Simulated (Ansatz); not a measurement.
Molecule: C6H12, net charge 0, singlet state. SMILES: C(C)CC(=C)C
Structure (B3LYP-D3(BJ)/def2-TZVP (Ansatz, a quantum-chemistry and plane-wave program) minimum search):
```xyz
18

C      2.6686    -0.0738    -0.6135
C      1.1755     0.2182    -0.7266
C      0.3894    -0.2751     0.4955
C     -1.0844     0.0318     0.4429
C     -1.6512     0.8776     1.2995
C     -1.8789    -0.6650    -0.6257
H      3.0978     0.4090     0.2676
H      3.2124     0.2862    -1.4888
H      2.8534    -1.1471    -0.5243
H      0.7824    -0.2492    -1.6330
H      1.0139     1.2943    -0.8384
H      0.5281    -1.3598     0.5829
H      0.8190     0.1697     1.3966
H     -2.7102     1.1023     1.2605
H     -1.0737     1.3727     2.0708
H     -2.9397    -0.4271    -0.5542
H     -1.7622    -1.7503    -0.5484
H     -1.5351    -0.3834    -1.6243
```

Quantity: vertical ionisation energy (to the doublet state of charge +1; each state is the SCF solution reached for its spin), in eV. Correlated levels leave the core frozen unless marked. UHF or UKS for open shells. No spin-orbit coupling. Non-relativistic. 

```tsv
level	program	vertical ionisation energy (eV)
PBE/def2-TZVPD	Ansatz	8.94
r2SCAN/def2-TZVPD	Ansatz	8.89
PBE0/def2-TZVPD	Ansatz	9.01
wB97M-V/def2-TZVPD	Ansatz	9.13
MP2/aug-cc-pVDZ	Ansatz	9.39
CCSD/aug-cc-pVTZ	Ansatz	9.24
```
